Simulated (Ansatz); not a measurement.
`BC(F)F` + `OCF` → `FCOC(F)F` + BH₃  (substitution at a C–B bond)

Computed with Ansatz on PBE0-D4/def2-TZVP structures; ΔE is electronic, products minus reactants. CBS: MP2 limit from def2 TZ/QZ plus the TZ coupled-cluster correction, frozen cores. This one scheme is used for every species. Functionals use def2-TZVPP. B3LYP here is the variant with VWN-RPA as its local correlation; programs differ in this. Each species was taken in one conformer, which may not be the lowest.

CCSD(T)/CBS gives +8.8 kJ/mol.

Task: Another level gave +10.7 kJ/mol. Which?
A. CCSD(T)/def2-TZVPP
B. PBE/def2-TZVPP
C. CAM-B3LYP-D4/def2-TZVPP
D. B3LYP-D4/def2-TZVPP

Result: D. B3LYP-D4 10.7, PBE 16.8, CCSD(T)/def2-TZVPP 2.1, CAM-B3LYP-D4 6.6 kJ/mol.

Largest T1 diagnostic among the species: 0.012.

Leaving LDA and LC-ωPBE aside and taking each functional with its dispersion term where it has one, the values, not all of them listed here, spread over 11.2 kJ/mol, from r2SCAN0-D4 to PBE-D4. LDA lies −9.8 kJ/mol from PBE without D4. In def2-TZVPP, CCSD(T) changes the Hartree–Fock value by +7.1 kJ/mol (the triples alone add −1.0 kJ/mol) and MP2 by +8.3 kJ/mol. From PBE to PBE0 (25 % exact exchange), in def2-TZVPP and without D4, ΔE moves by −4.9 kJ/mol.
